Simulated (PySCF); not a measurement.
Dipole response of V (vanadium, neutral)

[Ar] 3d3 4s2, high-spin 4F determinant. Calculation: PySCF 2.14, in aug-cc-pVQZ-DK; scalar relativity by spin-free X2C-1e. Coupled (time-dependent) response in atomic units; α is the mean over directions.

```json
{"method": "PBEsol", "mean α (bohr³)": "89.57", "C₆ (like pair)": "958.0", "S(−4)": "4485"}
```

S(−4) is the Cauchy moment in α(ω) = α(0) + S(−4) ω² + …

Reference α: 87 ± 10 bohr³ (recommended; Schwerdtfeger and Nagle, table of static dipole polarizabilities (2023 update)). Published C₆: 832.0 (Chu and Dalgarno (2004); Tang, Norbeck and Certain (1976)).

α(iu) at PBEsol:

```tsv
u (hartree)	α(iu) (bohr³)
0	89.57
0.0500	79.98
0.100	61.91
0.200	34.58
0.300	21.15
0.500	10.56
0.750	6.055
1.00	4.110
1.50	2.382
2.00	1.596
3.00	0.8774
5.00	0.3876
```

A single London oscillator, α(iu) = α/(1 + u²/ω²), gives C₆ = (3/4) ω α². Matching the computed C₆ needs ω = 4 × 958.0 / (3 × 89.57²) = 0.159 hartree.
